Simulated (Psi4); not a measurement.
Input for Psi4:
```
memory 2 GB

molecule mol {
0 1
B     0.697434    0.017586    0.015856
N    -0.541988   -0.010755   -0.010437
H     1.836800    0.040376    0.037915
H    -1.530057   -0.053021   -0.044133
}

set {
  basis 6-311g**
  reference rhf
}

energy('ccsd(t)')
print_variables()
```

Problem. What does this run give for the MP2 correlation energy, nuclear repulsion energy, coupled-cluster correlation energy (without the perturbative part), number of basis functions?

Solution. 
MP2 correlation energy: -0.3006 Eh
nuclear repulsion energy: 23.9013 Eh
coupled-cluster correlation energy (without the perturbative part): -0.3155 Eh
number of basis functions: 48
